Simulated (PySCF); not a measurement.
Compound: 2-phenylethanol, C8H10O.
SMILES: `OCCc1ccccc1`

All values: wB97X-D/def2-SVPD (PySCF, non-relativistic), on one gas-phase PBE0-D3(BJ)/def2-SVP geometry that isn't relaxed in the solvent. The solvent is an IEF-PCM continuum (Bondi radii, 1.10 Å for H, scaled by 1.2), and excitations are vertical TDDFT with non-equilibrium linear response and a frozen core. Only the electrostatic response of the medium enters.

Gas-phase singlets (H = HOMO, L = LUMO):

| state | E (eV) | λ (nm) | f | leading configurations |
| --- | --- | --- | --- | --- |
| S1 | 5.420 | 229 | 0.001 | H→L 48%, H-1→L+1 36% |
| S2 | 6.099 | 203 | 0.028 | H→L+1 54%, H-1→L 32%, H→L 8% |
| S3 | 6.987 | 177 | 0.674 | H-1→L+1 34%, H-1→L 24%, H→L 23% |
| S4 | 6.992 | 177 | 0.567 | H-1→L 34%, H→L+1 23%, H-1→L+1 21% |
| S5 | 7.241 | 171 | 0.033 | H→L+2 45%, H-2→L+2 34%, H-2→L+3 11% |

Q: How does the list change in cyclohexane (ε = 2.017)?

A: 
| state | E (eV) | λ (nm) | f | leading configurations | change by rank (eV) |
| --- | --- | --- | --- | --- | --- |
| S1 | 5.416 | 229 | 0.002 | H→L 49%, H-1→L+1 36% | -0.004 |
| S2 | 6.062 | 205 | 0.042 | H→L+1 56%, H-1→L 30%, H→L 8% | -0.037 |
| S3 | 6.795 | 182 | 0.896 | H-1→L 36%, H-1→L+1 26%, H→L+1 18% | -0.192 |
| S4 | 6.800 | 182 | 0.678 | H-1→L+1 31%, H-1→L 25%, H→L 24% | -0.192 |
| S5 | 7.313 | 170 | 0.011 | H→L+2 57%, H→L+3 24% | +0.072 |

Q: Give the list for dichloromethane (ε = 8.93), n² = 2.03.

A: 
| state | E (eV) | λ (nm) | f | leading configurations | change by rank (eV) |
| --- | --- | --- | --- | --- | --- |
| S1 | 5.426 | 229 | 0.002 | H→L 47%, H-1→L+1 34%, H→L+1 9% | +0.006 |
| S2 | 6.069 | 204 | 0.044 | H→L+1 53%, H-1→L 28%, H→L 11% | -0.030 |
| S3 | 6.806 | 182 | 0.894 | H-1→L 32%, H-1→L+1 31%, H→L 18% | -0.181 |
| S4 | 6.810 | 182 | 0.677 | H-1→L 30%, H-1→L+1 27%, H→L 21% | -0.182 |
| S5 | 7.330 | 169 | 0.005 | H→L+2 58%, H→L+3 32% | +0.089 |

Q: How do the frontier levels move from gas to dichloromethane?

A: 
| orbital | gas (eV) | solvent (eV) | change (eV) |
| --- | --- | --- | --- |
| LUMO+2 | 2.23 | 2.46 | +0.23 |
| LUMO+1 | 1.40 | 1.45 | +0.05 |
| LUMO | 1.39 | 1.44 | +0.05 |
| HOMO | -8.86 | -8.82 | +0.04 |
| HOMO-1 | -9.15 | -9.12 | +0.03 |
| HOMO-2 | -10.10 | -10.11 | -0.01 |
| HOMO-3 | -11.20 | -11.11 | +0.09 |

The HOMO–LUMO gap goes from 10.25 to 10.26 eV.

Shape of the structure used: `[OH:1][CH2:2][CH2:3][c:4]1[cH:5][cH:6][cH:7][cH:8][cH:9]1`: O1–C2–C3–C4 -177°, C2–C3–C4–C5 -90°, H–O1–C2–C3 -64°.
